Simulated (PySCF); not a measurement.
# Ionisation energy along the 13-electron series

Calculated with PySCF 2.14 and a two-component X2C-1e Hamiltonian (Gaussian nucleus, no Breit or QED terms), each ion in its own even-tempered basis scaled to its charge; GMP2 freezes 1s2 and drops the highest virtual spinors. Values in eV. NIST values: (m) measured, (s) semi-empirical, (t) theoretical.

```
  ion  configuration  GHF (spin-free)  GMP2 (spin-free)  GHF (screened spin-orbit)  GMP2 (screened spin-orbit)           NIST
Pt⁶⁵⁺   [Ne] 3s2 3p1           7333.2            7333.8                     7672.4                      7672.4  7660 ± 30 (t)
Hg⁶⁷⁺   [Ne] 3s2 3p1           7787.0            7787.6                     8171.4                      8171.3  8160 ± 40 (t)
```

(1) Fill in the row of Au⁶⁶⁺.

Answers

(1) configuration: [Ne] 3s2 3p1; GHF (spin-free): 7558.2; GMP2 (spin-free): 7558.9; GHF (screened spin-orbit): 7919.4; GMP2 (screened spin-orbit): 7919.4; NIST: 7910 ± 40 (t).
